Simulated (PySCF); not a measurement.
Z-matrix (Å, degrees):
```
Ge
O 1 1.7893
H 2 0.9636 1 111.93
H 1 1.5432 2 103.24 3 -163.96
H 1 1.5552 4 111.64 2 -116.69
```
Charge 0, spin multiplicity 2.

Problem. Give the total energy, dipole moment and highest occupied spin orbital at the level PBE-D3(BJ)/def2-TZVP // r2SCAN-D4/def2-TZVP (PySCF).

Solution. 
```json
{
 "total_energy": "-58603.49 eV",
 "dipole_moment": "1.33 D",
 "highest_occupied_spin_orbital": "-4.91 eV"
}
```
